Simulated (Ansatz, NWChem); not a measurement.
# How methods differ on KLi (Lithium Potassium)

KLi has 2 atoms, charge 0, and is taken as a singlet. As SMILES, `[Li][K]`. The bond length is the measured one.

```tsv
atom	x (Å)	y (Å)	z (Å)
Li	0.0000	0.0000	0.0000
K	0.0000	0.0000	3.2700
```

Each level gives the vertical ionisation energy (to the doublet cation) (eV). The values are calculated.

```
          level                    kind  program  value (eV)  CPU time (all runs)
   wB97/pcseg-0  range-separated hybrid   Ansatz        4.56                  8 s
   wB97/pcseg-1  range-separated hybrid   Ansatz        4.46                 12 s
  wB97M-V/6-31G  range-separated hybrid   Ansatz        4.69                 16 s
   wB97/pcseg-2  range-separated hybrid   Ansatz        4.49                 12 s
   wB97/pcseg-3  range-separated hybrid   Ansatz        4.46                 21 s
MP2/aug-pcseg-0     perturbation theory   NWChem        4.26                  3 s
MP2/aug-pcseg-1     perturbation theory   NWChem        4.20                8.4 s
MP2/aug-pcseg-2     perturbation theory   NWChem        4.32                 24 s
```

The values span 4.20 to 4.69 eV. CPU times are rough (shared hosts, several kinds of processor): they show what a rung costs within a factor of a few.
